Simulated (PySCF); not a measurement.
Telling isomers of C₆H₆F₂ apart by NMR

[PySCF 2.14: J couplings at B3LYP/pcJ-1 (spin–dipole term left out of most H,H and C,H couplings); σ from GIAO-PBE0/pcSseg-1; GFN2-xTB geometry; a single conformation; no relativistic terms; averaged over atoms made equivalent by symmetry, fast rotation or ring inversion; in vacuum]

References, each an isolated molecule treated in the same way: $^{1}$H (σref 31.72) and $^{13}$C (σref 186.93) vs TMS. Multiplet labels drop J under 1 Hz and among equivalent protons, and merge close values. Unscaled 3J(H,H) run several per cent high. Splittings of carbon signals by F and P are missing where no couplings were computed. Where no couplings were computed, multiplicities follow the n + 1 count of equivalent neighbours, and m marks all less simple cases (inequivalent or close neighbours, rings, F or P nearby). One-bond C–F couplings are unscaled and too large by tens of Hz. Shifts are as computed. Against solution values, carbons near 30 ppm lie about +3 ppm off and those near 130 ppm about +5 ppm. Of 1309 compounds with measured shifts, 239 miss one by over three times the rms of a fit or turn the order of signals round; such compounds aren't used in these exercises.

(1) Tabulate the signals of `C=C/C(F)=C/C=C\F`, `CC1=CC=CC1(F)F`, `C=CC(F)(F)C#CC`, `C/C(F)=C1/C=C(F)C1`, `FCC#C/C=C\CF` and their relative energies.

(2) What is the quickest way to tell C=CC(F)(F)C#CC from C/C(F)=C1/C=C(F)C1?

(3) What is the quickest way to tell C/C(F)=C1/C=C(F)C1 from FCC#C/C=C\CF?

(4) What is the quickest way to tell CC1=CC=CC1(F)F from C=CC(F)(F)C#CC?

Results:

(1) 
```json
{"SMILES": "C=C/C(F)=C/C=C\\F", "carbon types": "1×C 4×CH 1×CH2", "δC": "166.8, 159.3, 136.7, 124.0, 111.7, 110.4", "δH": "6.86 (m, 1H), 6.37 (m, 1H), 6.13 (m, 1H), 6.06 (m, 1H), 6.04 (m, 1H), 5.62 (m, 1H)", "E rel. (kcal/mol)": "15.4"}
{"SMILES": "CC1=CC=CC1(F)F", "carbon types": "2×C 3×CH 1×CH3", "δC": "154.5, 143.5, 139.1, 133.6, 131.3, 13.9", "δH": "6.41 (m, 1H), 6.30 (m, 1H), 5.93 (m, 1H), 2.14 (s, 3H)", "E rel. (kcal/mol)": "0.0"}
{"SMILES": "C=CC(F)(F)C#CC", "carbon types": "3×C 1×CH 1×CH2 1×CH3", "δC": "143.6, 124.8, 116.5, 94.9, 79.4, 4.4", "δH": "6.20 (m, 1H), 5.99 (m, 1H), 5.66 (m, 1H), 2.11 (t, 3H)", "E rel. (kcal/mol)": "34.6"}
{"SMILES": "C/C(F)=C1/C=C(F)C1", "carbon types": "3×C 1×CH 1×CH2 1×CH3", "δC": "167.6, 155.9, 115.4, 111.1, 40.8, 18.0", "δH": "5.55 (m, 1H), 3.26 (m, 2H), 2.03 (m, 3H)", "E rel. (kcal/mol)": "23.5"}
{"SMILES": "FCC#C/C=C\\CF", "carbon types": "2×C 2×CH 2×CH2", "δC": "152.1, 113.6, 103.1, 94.0, 86.1, 74.1", "δH": "6.62 (m, 1H), 5.83 (m, 1H), 5.69 (m, 2H), 5.58 (m, 2H)", "E rel. (kcal/mol)": "42.3"}
```

Energies are electronic energies at PBE0/pcSseg-1 on these geometries, without zero-point or thermal terms, each for the one conformer computed, which needn't be the lowest.

(2) Both give the same number of carbon signals, with the same numbers of each carbon type, so the positions decide. The first has a terminal =CH2 carbon at 124.8 ppm, the second an allylic sp3 CH2 at 40.8 ppm. Their most deshielded carbons lie at 143.6 and 167.6 ppm. In the proton spectra the most deshielded non-exchanging signals are 6.20 (m, 1H) and 5.55 (m, 1H).

(3) Both give the same number of carbon signals, but DEPT or the intensities differ. The first has a fully substituted alkene carbon (C) at 167.6 ppm, the second an allylic sp3 CH2 bonded to F at 86.1 ppm. Their most deshielded carbons lie at 167.6 and 152.1 ppm. In the proton spectra the most deshielded non-exchanging signals are 5.55 (m, 1H) and 6.62 (m, 1H).

(4) Both give the same number of carbon signals, but DEPT or the intensities differ. The first has a fully substituted alkene carbon (C) at 154.5 ppm, the second a terminal =CH2 carbon at 124.8 ppm. Their most deshielded carbons lie at 154.5 and 143.6 ppm.
